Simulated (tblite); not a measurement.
Compound: C₅H₇F₂N.
SMILES with atom numbers: `[CH2:1]=[CH:2]/[C:3](=[N:4]\[CH3:5])[CH:6]([F:7])[F:8]` (hydrogens: H9, H10 on C1; H11 on C2; H12, H13, H14 on C5; H15 on C6)

Computed with GFN2-xTB (tblite), gas phase: Langevin dynamics at 300 K from the optimised GFN2-xTB geometry, time step 0.5 fs, friction 0.01 fs⁻¹, 2000 steps. Over the second half of the run the saved frames average 305 K.

The optimised geometry, where the run starts:
```
atom  x, y, z in Å
C1     -1.528    1.578   -0.145
C2     -0.318    1.026   -0.170
C3     -0.033   -0.383    0.077
N4      1.096   -0.961    0.069
C5      2.325   -0.278   -0.199
C6     -1.188   -1.317    0.387
F7     -2.098   -1.341   -0.620
F8     -1.867   -0.927    1.495
H9     -2.424    1.020    0.065
H10    -1.661    2.630   -0.338
H11     0.548    1.637   -0.386
H12     2.330    0.169   -1.196
H13     3.124   -1.016   -0.138
H14     2.516    0.513    0.531
H15    -0.826   -2.342    0.548
```

t = 25 fs, T = 132 K, E(pot) 0.319 eV above the start
```
atom  x, y, z in Å  |  force x, y, z in eV/Å
C1     -1.532    1.607   -0.236   -0.141   0.235   0.668
C2     -0.314    1.075   -0.225   -0.481  -1.440   0.622
C3     -0.065   -0.360    0.042    1.676   0.177   0.197
N4      1.097   -0.923    0.183   -1.323   1.039  -0.424
C5      2.322   -0.282   -0.216   -1.137   0.620  -1.168
C6     -1.186   -1.313    0.343    0.128  -0.133   0.734
F7     -2.158   -1.359   -0.570   -0.276   0.051  -0.627
F8     -1.817   -1.011    1.509   -0.118   0.360   0.273
H9     -2.450    1.086    0.009    0.282  -0.152  -0.505
H10    -1.635    2.676   -0.283   -0.060   0.188  -0.175
H11     0.564    1.673   -0.182    0.416   0.403  -0.495
H12     2.179    0.231   -1.209    0.249  -0.520   0.628
H13     3.022   -1.069   -0.281    0.883  -0.833  -0.314
H14     2.750    0.466    0.420   -0.196   0.418   0.798
H15    -0.764   -2.306    0.500    0.097  -0.413  -0.213
```

t = 225 fs, T = 282 K, E(pot) 0.474 eV above the start
```
atom  x, y, z in Å  |  force x, y, z in eV/Å
C1     -1.819    1.629   -0.426    1.729   0.940  -0.931
C2     -0.669    0.970   -0.677   -0.902  -0.003   1.233
C3     -0.379   -0.281    0.024    0.575  -0.928  -0.186
N4      0.795   -0.774    0.152    0.368   0.668  -0.549
C5      1.999   -0.060   -0.358   -0.342  -1.322   3.560
C6     -1.460   -1.255    0.525   -0.674  -0.059   0.157
F7     -2.622   -1.170   -0.194    0.525  -0.034  -0.203
F8     -1.920   -1.029    1.808    0.820  -0.024  -0.591
H9     -2.549    1.331    0.273   -0.501  -0.641   0.347
H10    -1.988    2.633   -0.825    0.088  -0.444  -0.074
H11     0.225    1.306   -1.208   -0.910   0.299  -0.206
H12     2.021   -0.039   -1.388    0.042   0.095  -2.013
H13     2.854   -0.675    0.051   -0.734   0.668  -0.557
H14     2.041    0.931    0.104    0.148  -0.042  -0.257
H15    -1.088   -2.317    0.442   -0.232   0.828   0.269
```

t = 300 fs, T = 212 K, E(pot) 0.576 eV above the start
```
atom  x, y, z in Å  |  force x, y, z in eV/Å
C1     -2.036    1.511   -0.691    2.138  -0.830  -0.826
C2     -0.890    0.819   -0.832   -0.394  -0.372   0.959
C3     -0.422   -0.384   -0.085   -0.150   0.298   0.044
N4      0.774   -0.729    0.176   -2.110  -1.244   0.292
C5      1.962   -0.100   -0.044    2.074   0.445  -2.635
C6     -1.456   -1.339    0.499   -0.311  -0.554   0.073
F7     -2.658   -1.333   -0.137    0.272  -0.130  -0.562
F8     -1.802   -0.992    1.745    0.041   0.779   1.094
H9     -2.711    1.165    0.024   -1.156  -0.036   0.698
H10    -2.209    2.361   -1.326   -0.227   0.020   0.214
H11    -0.103    1.110   -1.473    0.403   0.619  -0.868
H12     2.599   -0.729   -0.853   -1.224   0.950   1.631
H13     2.520   -0.168    0.892    0.108   0.447  -0.259
H14     1.882    0.926   -0.528    0.366  -0.631   0.862
H15    -1.117   -2.388    0.644    0.171   0.241  -0.719
```

t = 500 fs, T = 378 K, E(pot) 0.281 eV above the start
```
atom  x, y, z in Å  |  force x, y, z in eV/Å
C1     -2.189    1.330    0.103   -0.878   1.018  -0.158
C2     -1.013    0.827   -0.254   -1.593   0.527   0.061
C3     -0.565   -0.435    0.253    1.322   0.225  -0.831
N4      0.630   -0.843    0.232    0.236  -0.982   0.574
C5      1.773   -0.101   -0.084   -0.212   0.844  -1.343
C6     -1.517   -1.449    0.733    0.017  -1.603   0.709
F7     -2.489   -1.754   -0.154   -0.028  -0.001  -0.117
F8     -2.146   -1.024    1.844   -0.393   0.018   0.573
H9     -2.804    0.822    0.837    0.056   0.357  -0.147
H10    -2.611    2.293   -0.297    0.625  -1.174   0.408
H11    -0.464    1.293   -1.028    0.743   0.384  -0.385
H12     2.204    0.277    0.804    0.541   0.183   1.116
H13     1.634    0.777   -0.735   -0.284   0.072  -0.020
H14     2.477   -0.729   -0.593    0.412  -0.600  -0.046
H15    -0.954   -2.399    1.019   -0.563   0.733  -0.394
```

t = 825 fs, T = 297 K, E(pot) 0.404 eV above the start
```
atom  x, y, z in Å  |  force x, y, z in eV/Å
C1     -2.500    1.283    1.063    0.961  -1.311   0.977
C2     -1.461    0.982    0.291    0.402  -1.029  -0.095
C3     -0.585   -0.266    0.338    0.926   0.440   0.051
N4      0.697   -0.269    0.194   -1.927   0.554   0.093
C5      1.475    0.933    0.111    1.456  -1.287   0.782
C6     -1.178   -1.712    0.442    0.249   1.679  -0.491
F7     -1.804   -1.986   -0.734   -0.132  -0.114   0.186
F8     -2.073   -1.830    1.428   -0.445   0.043   0.197
H9     -2.737    0.761    1.999    0.121  -0.254  -0.715
H10    -3.105    2.122    0.935   -0.507   1.204  -0.439
H11    -1.159    1.673   -0.505   -0.246  -0.404   0.130
H12     1.042    1.904    0.072   -0.864   0.553   0.095
H13     2.147    0.831   -0.746   -0.016  -0.131   0.060
H14     2.125    0.863    1.031   -0.395   0.258  -0.772
H15    -0.400   -2.449    0.605    0.415  -0.201  -0.059
```

t = 1000 fs
```
atom  x, y, z in Å
C1     -2.375    0.876    1.225
C2     -1.344    0.898    0.375
C3     -0.425   -0.181    0.169
N4      0.848   -0.047    0.002
C5      1.546    1.217    0.178
C6     -0.842   -1.645    0.100
F7     -1.923   -1.810   -0.730
F8     -1.336   -2.055    1.315
H9     -2.655    0.003    1.778
H10    -3.102    1.673    1.314
H11    -1.122    1.827   -0.177
H12     0.973    2.146    0.388
H13     2.073    1.355   -0.775
H14     2.295    1.006    0.888
H15    -0.008   -2.312   -0.118
```

Question: Estimate the potential energy and the forces of this last frame.

Answer: 0.271 eV above the start.

```tsv
atom	Fx (eV/Å)	Fy (eV/Å)	Fz (eV/Å)
C1	-0.261	-0.065	-0.646
C2	-1.158	0.969	0.428
C3	2.361	-0.492	-0.440
N4	-0.999	0.665	0.590
C5	-0.894	-0.329	-1.640
C6	-1.354	0.427	0.677
F7	0.742	-0.071	-0.026
F8	0.241	0.134	-0.080
H9	0.202	-0.270	0.155
H10	0.394	0.148	-0.036
H11	-0.090	-0.540	0.256
H12	0.151	-0.743	0.147
H13	-0.013	0.130	0.058
H14	0.701	0.037	1.018
H15	-0.023	0.001	-0.461
```

The bond farthest from its length at the start is C5–H14 (1.054 against 1.093 Å), and half the difference of its two atoms' forces along it is +1.43 eV/Å (positive lengthens). The largest atomic force is 2.45 eV/Å.

What follows is the cost of the whole dynamics run. Time: 30 s; peak memory 0.18 GiB. Hardware: an Intel Xeon at 2.50 GHz with one thread, shared host with 64 logical CPUs at a one-minute load of 57.
